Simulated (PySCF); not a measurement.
What binds SrH: the parts of the energy along the bond

State: ²Σ⁺, doublet, unpaired electrons σ ↑. ROHF-based CCSD(T) in PySCF 2.14 with Sr cc-pwCVDZ-X2C, H aug-cc-pVDZ-DK and Sr cc-pwCVTZ-X2C, H aug-cc-pVTZ-DK (frozen core orbitals: 14; spin-free X2C with a Gaussian nucleus). Correlation energies are extrapolated as n⁻³ (n = 2, 3), Hartree–Fock as (n+1)·exp(−9√n). All energies in eV from Sr + H.

```json
{"R (Å)": "1.8817", "HF/CBS": "-1.103", "CCSD corr.": "-0.441", "(T)": "0.0447", "total": "-1.499"}
{"R (Å)": "1.9672", "HF/CBS": "-1.286", "CCSD corr.": "-0.403", "(T)": "0.0473", "total": "-1.642"}
{"R (Å)": "2.0528", "HF/CBS": "-1.396", "CCSD corr.": "-0.372", "(T)": "0.0494", "total": "-1.719"}
{"R (Å)": "2.1383", "HF/CBS": "-1.448", "CCSD corr.": "-0.347", "(T)": "0.0509", "total": "-1.744"}
{"R (Å)": "2.2238", "HF/CBS": "-1.454", "CCSD corr.": "-0.327", "(T)": "0.0519", "total": "-1.730"}
{"R (Å)": "2.3308", "HF/CBS": "-1.413", "CCSD corr.": "-0.309", "(T)": "0.0525", "total": "-1.669"}
{"R (Å)": "2.4377", "HF/CBS": "-1.330", "CCSD corr.": "-0.297", "(T)": "0.0525", "total": "-1.574"}
```

A fit to the total gives Re = 2.1463 Å, De = 1.744 eV, ωe = 1205.5 cm⁻¹, Be = 3.673 cm⁻¹ (masses 87.9056 and 1.0078 u).

Problem. At R = 2.1383 Å the CCSD correlation energy is -0.179384 hartree in the smaller basis and -0.251161 in the larger. Extrapolate it.

Solution. (3³·E3 − 2³·E2)/(3³ − 2³) = -0.28138 hartree; the larger basis holds 89.3 % of it.

The T1 diagnostic is 0.024. The state was picked by a PBE0 search and need not be the measured ground state. Spin–orbit coupling, excitations beyond (T) and corrections to the Born–Oppenheimer picture are left out.
